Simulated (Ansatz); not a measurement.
Reaction (redistribution): `C[SiH](S)CO` + `FC[SiH](F)Cl` → `C[SiH](S)Cl` + `OC[SiH](F)CF`

Calculated with Ansatz (gas phase, PBE0-D4/def2-TZVP geometries, no zero-point term in ΔE). CCSD(T)/CBS adds triple-zeta CCSD(T) − MP2 to the extrapolated MP2 energy (def2 sets, frozen cores). DFT in def2-TZVPP. Each species was taken in one conformer, which may not be the lowest.

`C[SiH](S)CO`:

Cartesian coordinates in Å:
```
C -1.472 0.977 0.645
Si -0.287 0.172 -0.548
S 1.320 1.487 -1.128
C 0.522 -1.371 0.180
O 1.574 -1.856 -0.632
H -1.915 1.873 0.204
H -0.964 1.266 1.568
H -2.280 0.287 0.904
H -0.937 -0.140 -1.847
H 1.718 1.735 0.132
H 0.864 -1.163 1.206
H -0.221 -2.172 0.260
H 2.077 -1.095 -0.945
```

`FC[SiH](F)Cl`:

Z-matrix (Å, degrees):
```
C
Si 1 1.876
F 1 1.388 2 109.9
H 1 1.095 2 110.6 3 -120.0
H 1 1.095 2 110.9 3 120.3
Cl 2 2.040 1 107.1 3 175.9
F 2 1.588 1 109.6 3 -66.4
H 2 1.475 1 113.6 3 54.7
```

`C[SiH](S)Cl`:

```xyz
9

C    -0.580    0.999   -0.276
Si    0.740   -0.234    0.144
S     0.022   -1.820    1.365
Cl    1.527   -0.940   -1.626
H    -1.000    1.425    0.638
H    -1.385    0.523   -0.840
H    -0.165    1.805   -0.885
H     1.855    0.352    0.922
H    -1.013   -2.110    0.558
```

`OC[SiH](F)CF`:

```xyz
12

O    -0.168   -0.770   -1.911
C     0.905   -0.375   -1.061
Si    0.271    0.729    0.316
F    -0.560    1.911   -0.394
C    -0.940   -0.207    1.416
F    -0.219   -1.187    2.101
H    -0.540    0.019   -2.313
H     1.319   -1.291   -0.630
H     1.720    0.098   -1.625
H     1.359    1.336    1.124
H    -1.717   -0.702    0.825
H    -1.429    0.439    2.152
```

```json
{"level": "PBE-D4", "ΔE (kcal/mol)": "1.4"}
{"level": "ωB97X-V", "ΔE (kcal/mol)": "0.7"}
{"level": "SCS-MP2/def2-TZVPP", "ΔE (kcal/mol)": "0.8"}
{"level": "CCSD(T)/def2-TZVPP", "ΔE (kcal/mol)": "1.2"}
```

Task: What does CCSD(T)/CBS give? (Estimate.)

Result: Ansatz gave: +1.0 kcal/mol. The listed levels differ from it by 0.4, -0.3, -0.2, 0.2 kcal/mol.

Largest T1 diagnostic among the species: 0.011.

In def2-TZVPP, CCSD(T) changes the Hartree–Fock value by +1.3 kcal/mol (the triples alone add +0.3 kcal/mol) and MP2 by +1.4 kcal/mol.
